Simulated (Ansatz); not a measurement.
C$_{3}$H$_{7}$AlClF (SMILES C[CH](C)[Al]([F])[Cl]), singlet, geometry from GFN2-xTB (such geometries of metal compounds can be far from the true shape), atoms displaced at random by about 0.08 Å a coordinate; Ansatz (a program for electronic structure) with HF/STO-3G, gradient.

The Ansatz input:
Ansatz 0.2 input:
```yaml
crystal:
  periodic: [false, false, false]
  atoms:
    - {symbol: Al, position_ang: [0.08518155, 0.36741752, 0.45602025]}
    - {symbol: Cl, position_ang: [-0.43273520, -1.26170853, 1.98365912]}
    - {symbol: F, position_ang: [0.55205320, 1.83039648, 1.07232067]}
    - {symbol: C, position_ang: [0.46268645, -0.00888335, -1.43366637]}
    - {symbol: C, position_ang: [0.10717886, 1.13287730, -2.23233963]}
    - {symbol: C, position_ang: [-0.52789085, -1.11214192, -1.94200834]}
    - {symbol: H, position_ang: [1.39394754, -0.40113231, -1.69818289]}
    - {symbol: H, position_ang: [0.48490338, 1.07463716, -3.40745035]}
    - {symbol: H, position_ang: [-0.87518766, 1.61223085, -2.08369758]}
    - {symbol: H, position_ang: [0.73565947, 2.05661558, -1.83796870]}
    - {symbol: H, position_ang: [-0.26568619, -2.12547625, -1.24267314]}
    - {symbol: H, position_ang: [-0.30158598, -1.35780737, -3.12431932]}
    - {symbol: H, position_ang: [-1.75672403, -1.12540693, -1.86804410]}
basis:
  gaussian:
    orbitals: STO-3G
hamiltonian:
  xc: hf
output: {forces: true}
```

The log (banner, timings and long lists left out):

```
Functional definition: HF
575 factors; integrals over basis functions are off by at most 6.8e-5 eV
mean field evaluation 1: about -24702.9826 eV, gradient 2.8e1 eV
mean field evaluation 2: about -24703.1896 eV, gradient 2.8e1 eV
mean field evaluation 4: about -24706.9850 eV, gradient 2.0e0 eV
mean field evaluation 8: about -24707.0119 eV, gradient 2.3e-4 eV
mean field -24707.01186370 eV, -907.9659389767 hartree, gradient 1.6e-5 eV, S^2 0.000000; 0 other end points of the search recorded, 0 dependent functions left out
the calculation of the forces begins
reference -24707.01186370 eV, -907.9659389767 hartree; 32, 32 occupied and 13, 13 virtual orbitals, 575 factors
Total energy: -24707.01186370 eV, -907.9659389767 hartree
Atom 0 at     0.085182     0.367418     0.456020 Å, force     1.442638    -0.897836     1.774780 eV/Å
Atom 1 at    -0.432735    -1.261709     1.983659 Å, force     0.635628     2.595439    -2.411942 eV/Å
Atom 2 at     0.552053     1.830396     1.072321 Å, force    -0.983222    -1.913048    -0.594866 eV/Å
Atom 3 at     0.462686    -0.008883    -1.433666 Å, force    -5.360325    -3.173919     2.839129 eV/Å
Atom 4 at     0.107179     1.132877    -2.232340 Å, force     4.414851     9.544024    -4.505159 eV/Å
Atom 5 at    -0.527891    -1.112142    -1.942008 Å, force    -1.638170    -7.556435    -0.519172 eV/Å
Atom 6 at     1.393948    -0.401132    -1.698183 Å, force     2.135444    -0.301900     0.100605 eV/Å
Atom 7 at     0.484903     1.074637    -3.407450 Å, force    -2.351807    -0.072495     4.421486 eV/Å
Atom 8 at    -0.875188     1.612231    -2.083698 Å, force    -0.162624    -1.655689    -0.836265 eV/Å
Atom 9 at     0.735659     2.056616    -1.837969 Å, force    -1.144967    -2.483712    -1.389409 eV/Å
Atom 10 at    -0.265686    -2.125476    -1.242673 Å, force    -0.956856     3.657619    -3.495325 eV/Å
Atom 11 at    -0.301586    -1.357807    -3.124319 Å, force    -0.732056     0.700992     4.545801 eV/Å
Atom 12 at    -1.756724    -1.125407    -1.868044 Å, force     4.701464     1.556960     0.070335 eV/Å
Dipole moment:     0.006696     0.440142    -0.563552 e Å
```
